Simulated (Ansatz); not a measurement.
Geometry optimisation, DFT r2SCAN-D3(BJ), scalar-relativistic, plane waves, PAW (Ansatz 0.2.0).

The input (input.yaml):

```yaml
crystal:
  lattice:
    - [0.0, 5.43, 5.43]
    - [5.43, 0.0, 5.43]
    - [5.43, 5.43, 0.0]
  atoms:
    - { symbol: Si, position: [0.0, 0.0, 0.0] }
    - { symbol: Si, position: [0.125, 0.125, 0.125] }
    - { symbol: Si, position: [0.0, 0.0, 0.5] }
    - { symbol: Si, position: [0.125, 0.125, 0.625] }
    - { symbol: Si, position: [0.0, 0.5, 0.0] }
    - { symbol: Si, position: [0.125, 0.625, 0.125] }
    - { symbol: Si, position: [0.0, 0.5, 0.5] }
    - { symbol: Si, position: [0.125, 0.625, 0.625] }
    - { symbol: Si, position: [0.5, 0.0, 0.0] }
    - { symbol: Si, position: [0.625, 0.125, 0.125] }
    - { symbol: Si, position: [0.5, 0.0, 0.5] }
    - { symbol: Si, position: [0.625, 0.125, 0.625] }
    - { symbol: Si, position: [0.5, 0.5, 0.0] }
    - { symbol: Si, position: [0.625, 0.625, 0.125] }
    - { symbol: Si, position: [0.5, 0.5, 0.5] }
    - { symbol: Si, position: [0.625, 0.625, 0.625] }
    - { symbol: O, position: [0.2543171, 0.7488273, 0.7556093], spin: 1.0 }
magnetization:
  spin_polarized: true
basis:
  ecutwfc: 500.0
kpoints:
  mp_grid: { grid: [2, 2, 2] }
hamiltonian:
  xc: r2scan
  dispersion: d3bj
  pseudopotentials: { kind: paw, azcp: { folder: soft_1 } }
scf:
  occupations: { method: gaussian, width: 0.05 }
  lower_state_search: "off"
relax:
  f_tol: 0.03
  max_steps: 60
  adjacent_minimum: "off"
```

Command:

```bash
$ ansatz run input.yaml --threads 4 --pin off --max-ram 10240MiB --backend cpu --events-out ev --progress --plain --runs-dir out
```

**Question.** Where does it end, and by what steps?

**Answer.** The run converged. Limits of this set-up: coarse k mesh, a small cell, in which the defect meets its images. After 8 steps the energy has fallen by 1.444 eV; O17 moved furthest, 0.74 Å. Joined: Si4–O17 (2.36 → 1.89 Å), Si6–O17 (2.32 → 1.89 Å), Si16–O17 (2.32 → 1.89 Å).

| step | energy less start (eV) | largest force component (eV/Å) | accepted |
| --- | --- | --- | --- |
| 0 | 0.0000 | 0.424 | yes |
| 1 | -0.0890 | 0.354 | yes |
| 2 | -0.4202 | 1.426 | yes |
| 3 | -1.0505 | 0.801 | yes |
| 4 | -1.2210 | 1.151 | yes |
| 5 | -1.2990 | 0.475 | yes |
| 6 | -1.4279 | 0.170 | yes |
| 7 | -1.4433 | 0.065 | yes |
| 8 | -1.4443 | 0.012 | yes |

```xyz
17
Lattice="0.0000 5.4300 5.4300 5.4300 0.0000 5.4300 5.4300 5.4300 0.0000" Properties=species:S:1:pos:R:3
Si 0.194 -0.060 -0.062
Si 1.412 1.338 1.336
Si 2.689 2.750 -0.027
Si 3.910 4.316 1.194
Si 2.689 -0.024 2.748
Si 3.909 1.196 4.315
Si 5.343 2.628 2.624
Si 6.687 3.973 3.970
Si -0.107 2.609 2.608
Si 1.243 3.962 3.958
Si 2.653 5.370 2.908
Si 4.051 6.767 4.126
Si 2.652 2.911 5.367
Si 4.051 4.128 6.765
Si 5.463 5.404 5.402
Si 7.029 6.626 6.623
O 8.603 5.891 5.889
```

The run took 4 min on 4 threads of Arm Neoverse V2, on a shared host, peak memory 1.8 GiB.
